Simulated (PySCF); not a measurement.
# Li (lithium, neutral) across methods

[He] 2p1, 2P determinant (an excited configuration). Computed with PySCF 2.14 in dyall-av3z (15s9p3d, 57 functions), with scalar relativity by spin-free X2C-1e. The B2PLYP total includes its PT2 part (frozen core); its orbital energies are those of the SCF part.

| method | E (hartree) | mean ε 1s α (eV) | mean ε 1s β (eV) | mean ε 2p α (eV) | Σ⟨r²⟩ (bohr²) | ⟨S²⟩ |
| --- | --- | --- | --- | --- | --- | --- |
| r2SCAN | -7.4208 | -54.543 | -54.499 | -1.930 | 26.20 | 0.750 |
| PBEsol | -7.3404 | -52.441 | -52.357 | -1.883 | 26.37 | 0.750 |
| PBE | -7.4052 | -52.911 | -52.815 | -1.951 | 25.78 | 0.750 |
| LDA | -7.2856 | -52.195 | -52.114 | -1.870 | 26.63 | 0.750 |
| wB97X-V | -7.4137 | -59.460 | -59.407 | -3.608 | 26.25 | 0.750 |
| UHF | -7.36574 | -68.885 | -68.850 | -3.502 | 28.71 | 0.750 |
| PBE0 | -7.4074 | -57.063 | -56.982 | -2.410 | 26.13 | 0.750 |
| r2SCAN0 | -7.4178 | -58.222 | -58.177 | -2.347 | 26.50 | 0.750 |
| B2PLYP | -7.4074 | -61.636 | -61.581 | -2.753 | 26.75 | 0.750 |
